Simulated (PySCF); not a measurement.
CH7NOSi. Atoms are numbered in the order given.

```xyz
11

Si     0.4770     0.5230     0.0000
N     -0.3954     2.0026     0.0000
O     -0.5365    -0.8086     0.0000
C     -0.0907    -2.1416     0.0000
H      1.3220     0.4808    -1.2295
H      1.3220     0.4808     1.2295
H     -0.8950     2.2934     0.8352
H     -0.8950     2.2934    -0.8352
H      0.5181    -2.3790    -0.8945
H      0.5181    -2.3790     0.8945
H     -0.9648    -2.8123     0.0000
```

Geometry: B3LYP-D3(BJ)/def2-SVP. Other conformers were not sampled.

All values below come from PBE/def2-TZVP (PySCF).

Atomic charges (e):

| atom | Mulliken | Löwdin |
|---|---|---|
| Si1 | 0.40 | 0.04 |
| N2 | -0.58 | -0.25 |
| O3 | -0.29 | 0.06 |
| C4 | -0.21 | -0.39 |
| H5 | -0.06 | -0.04 |
| H6 | -0.06 | -0.04 |
| H7 | 0.23 | 0.16 |
| H8 | 0.23 | 0.16 |
| H9 | 0.11 | 0.10 |
| H10 | 0.11 | 0.10 |
| H11 | 0.13 | 0.11 |

Computed Mayer and Wiberg (Löwdin basis) orders of the bonds:
| bond | Mayer | Wiberg |
|---|---|---|
| Si1–N2 | 1.25 | 1.60 |
| Si1–O3 | 1.14 | 1.55 |
| O3–C4 | 1.00 | 1.56 |
| Si1–H5 | 0.93 | 0.92 |
| Si1–H6 | 0.93 | 0.92 |
| N2–H7 | 0.92 | 0.95 |
| N2–H8 | 0.92 | 0.95 |
| C4–H9 | 0.96 | 0.94 |
| C4–H10 | 0.96 | 0.94 |
| C4–H11 | 0.97 | 0.94 |
